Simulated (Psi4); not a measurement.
Approach curve of the dimer HBr ··· CH4 (SMILES Br and C). Monomers: optimised at B3LYP-D3(BJ) (def2-TZVP), held rigid. Orientation: lowest of the rigid-body minima from ten starts at GFN2-xTB. R is the distance of the centres of mass, along which the second monomer moves.

Levels: PBE/def2-TZVP, counterpoise-corrected (Psi4); PBE-D3(BJ)/def2-TZVP, counterpoise-corrected (Psi4); SAPT0/jun-cc-pVDZ, frozen core (Psi4).

Interaction energies in kcal/mol; the last columns give the difference from SAPT0:

| R / Å | PBE/def2-TZVP | PBE-D3(BJ)/def2-TZVP | SAPT0/jun-cc-pVDZ | PBE/def2-TZVP − SAPT0/jun-cc-pVDZ | PBE-D3(BJ)/def2-TZVP − SAPT0/jun-cc-pVDZ |
|---|---|---|---|---|---|
| 3.28 | 4.23 | 3.09 | 4.97 | -0.74 | -1.87 |
| 3.49 | 1.23 | 0.22 | 1.87 | -0.64 | -1.66 |
| 3.72 | -0.13 | -1.00 | 0.32 | -0.45 | -1.32 |
| 3.90 | -0.51 | -1.28 | -0.22 | -0.30 | -1.06 |
| 4.09 | -0.63 | -1.28 | -0.45 | -0.18 | -0.83 |
| 4.31 | -0.60 | -1.13 | -0.50 | -0.09 | -0.63 |
| 4.59 | -0.48 | -0.89 | -0.44 | -0.05 | -0.45 |
| 4.93 | -0.33 | -0.62 | -0.32 | -0.02 | -0.30 |
| 5.41 | -0.18 | -0.34 | -0.19 | 0.01 | -0.15 |
| 6.12 | -0.07 | -0.14 | -0.09 | 0.02 | -0.05 |
| 7.11 | -0.02 | -0.05 | -0.04 | 0.02 | -0.01 |
| 8.41 | -0.01 | -0.02 | -0.01 | 0.01 | 0.00 |

PBE/def2-TZVP is furthest from SAPT0/jun-cc-pVDZ at 3.28 (-0.74 kcal/mol, below); its mean absolute difference over the points is 0.21 kcal/mol.

PBE-D3(BJ)/def2-TZVP is furthest from SAPT0/jun-cc-pVDZ at 3.28 (-1.87 kcal/mol, below); its mean absolute difference over the points is 0.69 kcal/mol.
